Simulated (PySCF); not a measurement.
# Spinor energies of Zr⁴⁺ (zirconium, charge +4)

Start: [Kr]. Calculated with PySCF 2.14 in x2c-TZVPPall-2c with one added diffuse shell each of s, p, d, f type (9s10p8d3f1g, 109 functions): generalised Hartree-Fock with the X2C-1e Hamiltonian and a Gaussian nucleus; spin-orbit coupling (SO) screened by Boettger's factors.

```csv
spinor shell,electrons,"ε, screened SO (eV)",weight of nominal j (screened SO),"rms radius, screened SO (bohr)"
1s1/2,2,-18140.0,1.000,0.0426
2s1/2,2,-2622.6,1.000,0.176
2p1/2,2,-2396.6,1.000,0.154
2p3/2,4,-2309.5,1.000,0.158
3s1/2,2,-496.79,1.000,0.487
3p1/2,2,-411.02,1.000,0.488
3p3/2,4,-396.51,1.000,0.499
3d3/2,4,-245.42,1.000,0.493
4s1/2,2,-109.03,1.000,1.27
4p1/2,2,-82.019,1.000,1.39
4p3/2,4,-79.966,1.000,1.42
```

Task: Where does 3d5/2 lie, and what is the 3d spin-orbit splitting (screened SO)?

Result: At -242.81 eV, 2.608 eV above 3d3/2.

```json
{"quantity": "E (hartree)", "screened SO": "-3593.66076"}
{"quantity": "M_J", "screened SO": "0"}
{"quantity": "⟨J²⟩", "screened SO": "0.000"}
{"quantity": "⟨L²⟩", "screened SO": "0.007"}
{"quantity": "⟨S²⟩", "screened SO": "0.007"}
```

Breit and QED terms are absent; they matter most for the inner s and p1/2 levels.

Densities and radii are taken from the X2C orbitals without a picture-change correction, which distorts them close to the nucleus.
